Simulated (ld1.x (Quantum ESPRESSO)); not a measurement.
**Reading a pseudo-wave (thallium)**

Columns: radius, all-electron u(r) and pseudo u(r) of the 6s shell (level -9.60 eV) of thallium in the configuration [Xe] 4f14 5d10 6s2 6p1; Wu–Cohen, scalar-relativistic, TM scheme, ld1.x (Quantum ESPRESSO) 7.5.

| r (bohr) | all-electron | pseudo |
| --- | --- | --- |
| 0.130 | 0.1611 | -0.0152 |
| 0.260 | -0.1844 | -0.0320 |
| 0.390 | -0.1295 | -0.0519 |
| 0.520 | 0.1695 | -0.0767 |
| 0.650 | 0.3397 | -0.1087 |
| 0.780 | 0.3259 | -0.1502 |
| 0.910 | 0.1917 | -0.2030 |
| 1.040 | 0.0070 | -0.2682 |
| 1.170 | -0.1809 | -0.3449 |
| 1.300 | -0.3469 | -0.4291 |
| 1.430 | -0.4814 | -0.5143 |
| 1.560 | -0.5828 | -0.5921 |
| 1.690 | -0.6537 | -0.6549 |
| 1.820 | -0.6986 | -0.6983 |
| 1.950 | -0.7221 | -0.7220 |
| 2.080 | -0.7284 | -0.7284 |
| 2.210 | -0.7216 | -0.7216 |
| 2.340 | -0.7047 | -0.7047 |
| 2.470 | -0.6806 | -0.6806 |
| 2.600 | -0.6514 | -0.6514 |
| 2.730 | -0.6187 | -0.6187 |
| 2.860 | -0.5840 | -0.5840 |
| 2.990 | -0.5483 | -0.5483 |
| 3.120 | -0.5124 | -0.5124 |
| 3.250 | -0.4770 | -0.4770 |
| 3.380 | -0.4424 | -0.4424 |

Question: How many radial nodes do the two functions have?

Answer: The all-electron 6s function has n − l − 1 = 5 (the table is too coarse to show those close to the nucleus); the pseudo-wave has 0, since the states of the same l below it are removed with the core.

Question: At about which radius was the pseudo-wave matched?

Answer: 2.20 bohr. The columns agree to 0.0005 from 1.82 bohr on; several derivatives are matched, so the curves merge somewhat inside the radius.

Question: Is the pseudo-wave norm-conserving?

Answer: Yes: the TM scheme keeps the norm inside the radius equal to the all-electron one, which fixes the energy derivative of the logarithmic derivative at the level.
